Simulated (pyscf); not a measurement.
`[CH3][C+]([CH3])[CH]=[O]`, singlet

Gas-phase minimum from PySCF at ωB97X-D3(BJ)/def2-SVP, one conformer. H₃C–C⁺(CH₃)–CH=O lies 35.4 kcal/mol over its isomer H₃C–CH(CH₃)–C⁺=O (electronic energy, ωB97M-D3(BJ)/def2-TZVP). 

```
C
C 1 1.4418
H 2 1.0989 1 114.51
H 2 1.1003 3 115.43 1 -134.17
H 2 1.1226 3 106.42 4 -115.77
C 1 1.4459 2 124.16 3 19.21
H 6 1.0988 1 114.82 2 17.22
H 6 1.1015 7 113.90 1 -133.74
H 6 1.1221 7 106.76 8 -115.45
C 1 1.5413 2 117.43 3 -160.81
O 10 1.1953 1 119.03 2 4.37
H 10 1.1117 11 124.33 1 179.87
```
Charge +1, spin multiplicity 1.

Properties at ωB97X-D3(BJ)/def2-SVP:

```json
{
  "harmonic_wavenumbers_unscaled": "61, 165, 216, 292, 385, 402, 581, 640, 788, 847, 963, 990, 1051, 1252, 1283, 1305, 1326, 1359, 1387, 1405, 1477, 1531, 1872, 2938, 2952, 3069, 3120, 3126, 3214, 3223 cm⁻¹",
  "zero_point_energy": "61.8 kcal/mol",
  "rotational_symmetry_number": "1",
  "Entropy of this conformer at 298 K and 1 atm, rigid rotor and harmonic oscillator, modes under 100 cm⁻¹ raised to 100": "323.9 J/(mol K)",
  "dipole_moment": "depends on origin"
}
```

Single-point totals, which compare only within one level:

```tsv
level	total energy (hartree)
ωB97X-D3(BJ)/def2-TZVP	-231.69459
PBE/def2-TZVP	-231.31116
r²SCAN/def2-TZVP	-231.46709
B3LYP-D3(BJ)/def2-TZVP	-231.62232
PBE0-D3(BJ)/def2-TZVP	-231.33276
M06-2X/def2-TZVP	-231.48761
ωB97M-D3(BJ)/def2-TZVP	-231.65980
```

Soft torsions are taken as harmonic, which can shift the entropy by several J/(mol K).
